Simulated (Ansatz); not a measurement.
Basis sets compared for the cluster Be₄O₄. Total charge 0; singlet. Geometry PBE-D4/def2-SVP. Ansatz on 4 threads of Arm Neoverse V1 on a shared host; times are rough, and most runs start from earlier orbitals.

```xyz
8

Be   -1.423   -0.944   -0.013
Be   -0.422    0.658   -1.518
Be    0.422   -0.658    1.518
Be    1.423    0.944    0.013
O    -1.545   -0.239   -1.282
O     1.545    0.239    1.282
O    -0.838   -1.341    1.260
O     0.838    1.341   -1.259
```

The structure comes from a short search, and lower isomers may exist.

Binding counts from free atoms (Be singlet, O triplet) in the same basis, without a counterpoise term.

| level | functions | energy (Eh) | HOMO (eV) | LUMO (eV) | binding per atom (eV) | wall time |
| --- | --- | --- | --- | --- | --- | --- |
| HF/STO-3G | 40 | -353.7054 | -8.51 | 5.79 | 3.68 | 0.25 s |
| HF/def2-TZVP | 200 | -358.6250 | -12.39 | 0.87 | 3.65 | 1.2 s |
| PBE-D4/def2-SVP | 92 | -359.6234 | -7.05 | -1.94 | 5.16 | 1.1 s |
| PBE-D4/def2-TZVP (with forces) | 200 | -360.0640 | -6.93 | -1.93 | 5.14 | 2.4 s |
| r2SCAN-D4/def2-TZVP | 200 | -360.3226 | -7.25 | -1.43 | 5.09 | 3.9 s |
| PBE0-D4/def2-SVP | 92 | -359.6266 | -8.64 | -1.16 | 4.94 | 1.2 s |
| PBE0-D4/def2-TZVP | 200 | -360.0728 | -8.47 | -1.19 | 4.95 | 2.7 s |

(1) Estimate the rows for PBE-D4/def2-TZVPD, r2SCAN-D4/def2-TZVPD, PBE0-D4/def2-TZVPD.

## Answers

(1) 
| level | functions | energy (Eh) | HOMO (eV) | LUMO (eV) | binding per atom (eV) | wall time |
| --- | --- | --- | --- | --- | --- | --- |
| PBE-D4/def2-TZVPD | 248 | -360.0719 | -7.00 | -1.98 | 5.16 | 3.3 s |
| r2SCAN-D4/def2-TZVPD | 248 | -360.3287 | -7.30 | -1.48 | 5.10 | 5.5 s |
| PBE0-D4/def2-TZVPD | 248 | -360.0799 | -8.53 | -1.25 | 4.97 | 3.8 s |
